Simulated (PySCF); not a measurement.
## Gas-phase XPS of `C[C@H](F)[SiH2]S`, computed

Species: C₂H₇FSSi.
Cartesian coordinates in Å at the GFN2-xTB level; atoms count from 1:
```xyz
12
C2H7FSSi angstrom
C     -1.7117   -0.1375    0.0832
C     -0.3527    0.5248   -0.0402
F     -0.2161    1.0296   -1.3355
Si     1.1181   -0.6729    0.2717
S      2.9412    0.4267    0.0444
H     -1.7847   -0.9798   -0.6003
H     -1.8494   -0.4958    1.0992
H     -2.5047    0.5692   -0.1545
H     -0.3076    1.4088    0.6085
H      1.0598   -1.7475   -0.7128
H      1.0913   -1.1289    1.6523
H      2.5176    1.2027   -0.9423
```

The calculation used delta-SCF UKS SCAN, pcX-2 on the ionised atom, pcseg-1 elsewhere, spin-free X2C (PySCF 2.14.0). Vertical ΔSCF values, vacuum level as zero.

**Question.** List the computed XPS lines with their assignment.

**Answer.** 
```json
{"atom(s)": "S5", "environment": "sulfur bonded to Si and H", "level": "S 1s", "binding energy (eV)": "2477.02", "2p1/2 (eV)": "–", "above the level's lowest (eV)": "0.00", "count": "1"}
{"atom(s)": "Si4", "environment": "SiH2 silicon", "level": "Si 1s", "binding energy (eV)": "1846.97", "2p1/2 (eV)": "–", "above the level's lowest (eV)": "0.00", "count": "1"}
{"atom(s)": "F3", "environment": "alkyl fluorine", "level": "F 1s", "binding energy (eV)": "692.23", "2p1/2 (eV)": "–", "above the level's lowest (eV)": "0.00", "count": "1"}
{"atom(s)": "C2", "environment": "sp3 C–F carbon", "level": "C 1s", "binding energy (eV)": "292.56", "2p1/2 (eV)": "–", "above the level's lowest (eV)": "+1.45", "count": "1"}
{"atom(s)": "C1", "environment": "methyl carbon", "level": "C 1s", "binding energy (eV)": "291.11", "2p1/2 (eV)": "–", "above the level's lowest (eV)": "0.00", "count": "1"}
{"atom(s)": "Si4", "environment": "SiH2 silicon", "level": "Si 2p3/2", "binding energy (eV)": "107.21", "2p1/2 (eV)": "107.83", "above the level's lowest (eV)": "0.00", "count": "1"}
```

Lowest listed C 1s: C1, bonded to C and 3 H. Highest, 1.45 eV above it: C2, bonded to F, C, H and Si.

**Question.** Which photon wavelength matches the C 1s of C2 threshold?

**Answer.** λ = hc/E = 12398.42 eV Å / 292.56 eV = 42.379 Å.

Not every level is listed. The 2p values aren't plain energy differences: one relaxed spin-free 2p hole is combined with a matrix within the shell (ground-state 2p orbital-energy differences and spin–orbit coupling). 2p3/2, the mean of its two sublevels, lies a third of the splitting below the shell's mean and 2p1/2 two thirds above it; the statistical areas are 2:1. 2p1/2 minus 2p3/2 (ligand field included): Si 0.62 eV. Isolated species at its GFN2-xTB geometry (one conformer only).
